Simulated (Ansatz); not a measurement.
Z-matrix (Å, degrees):
```
Si
O 1 1.633
O 1 1.643 2 108.9
O 1 1.623 2 108.7 3 122.1
H 1 1.471 2 113.7 3 -119.8
H 2 0.960 1 117.7 3 29.6
Si 3 1.615 1 142.8 2 -6.7
H 4 0.958 1 118.2 2 -38.2
O 7 1.618 3 112.1 1 -136.5
F 7 1.603 3 105.9 1 -16.1
H 7 1.466 3 113.2 1 101.7
H 9 0.958 7 119.9 3 39.7
```

Charge 0, multiplicity 1.

List the r2SCAN/def2-TZVPP orbital energies in eV (Ansatz). (Estimate.)

Ansatz gave: Occupied: -1792.89, -1792.37, -666.40, -516.35, -516.18, -515.98, -515.97, -143.09, -142.59, -98.00, -97.96, -97.91, -97.49, -97.46, -97.41, -31.56, -27.25, -27.00, -26.40, -26.27, -15.64, -14.78, -13.61, -13.41, -12.86, -11.73, -11.46, -10.73, -10.16, -9.79, -9.76, -9.26, -9.01, -8.86, -8.41, -8.32, -8.11. Lowest empty: 0.37, 0.54, 0.92, 1.08, 1.46, 2.49, 2.60, 2.92.
